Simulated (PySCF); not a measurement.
# C₆ coefficients of unlike pairs at PBE

Calculated with PySCF 2.14 from the dipole response of each species, C₆(A,B) = (3/π) ∫ α_A(iu) α_B(iu) du, in atomic units, from isotropic polarisabilities. For ions this is the dispersion term alone; charge-induced terms of lower order in 1/R come first.

```csv
species,configuration,basis,relativity,α (bohr³),C₆ (like pair)
Ni³⁺,[Ar] 3d7 (4F),aug-cc-pVTZ-DK (8s7p5d3f2g),spin-free X2C,1.795,4.278
Ca⁺,[Ar] 4s1 (2S),"aug-cc-pwCVTZ-X2C with one added diffuse shell each of s, p, d, f type (10s9p7d4f)",spin-free X2C,79.30,576.2
W,[Xe] 4f14 5d4 6s2 (5D),aug-cc-pVQZ-PP with ECP60MDF (7s7p6d4f3g2h),core potential,72.25,883.9
Ge,[Ar] 3d10 4s2 4p2 (3P),"aug-cc-pVTZ-PP with one added diffuse shell each of s, d, f type with ECP10MDF (7s5p5d3f)",core potential,46.56,404.9
```

(1) Estimate C₆ for W with Ni³⁺.

No spin-orbit coupling is included.

The other pairs:

```csv
pair,C₆
"Ge, W",597.3
"Ge, Ca⁺",457.6
"W, Ca⁺",684.1
"Ge, Ni³⁺",28.95
"Ca⁺, Ni³⁺",28.16
```

Answers

(1) The integral gives 43.37. The combination rule 2 C_A C_B / (C_A α_B/α_A + C_B α_A/α_B) gives 38.96 and the geometric mean 61.50.
